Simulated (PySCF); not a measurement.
A species of formula C2H4N2Si has this rotational fingerprint, computed with PySCF 2.14.0, PBE0-D3(BJ)/def2-SVP geometry optimisation, gas phase:

| Item | Value |
| --- | --- |
| Rotational constants | A = 10445, B = 2202, C = 1935 MHz |
| Dipole components | \|μa\| = 3.94 D, \|μb\| = 1.49 D, \|μc\| = 1.22 D |
| Inertial defect | -16.75 u·Å² |
| κ | -0.94 |

Question: Which candidate fits, each taken in the one conformer that was computed?
A. `[CH2:1]=[N:2][SiH2:3][C:4]#[N:5]` with C1–N2–Si3–C4 118°
B. `N#C/C=N/[SiH3]`

Answer: A. It is C=N[SiH2]C#N, a near-prolate asymmetric top, point group C1. The candidates at the same level (rigid rotor, commonest isotopes):

| SMILES | A (MHz) | B (MHz) | C (MHz) | μa (D) | μb (D) | μc (D) | Δ (u·Å²) | point group | rotor |
| --- | --- | --- | --- | --- | --- | --- | --- | --- | --- |
| C=N[SiH2]C#N | 10445 | 2202 | 1935 | 3.94 | 1.49 | 1.22 | -16.75 | C1 | near-prolate asymmetric top |
| N#C/C=N/[SiH3] | 36325 | 1536 | 1500 | 3.22 | 1.93 | 0.00 | -6.01 | Cs | near-prolate asymmetric top |

`N#C/C=N/[SiH3]` has A 248 % too high. No structure here is proved a minimum.
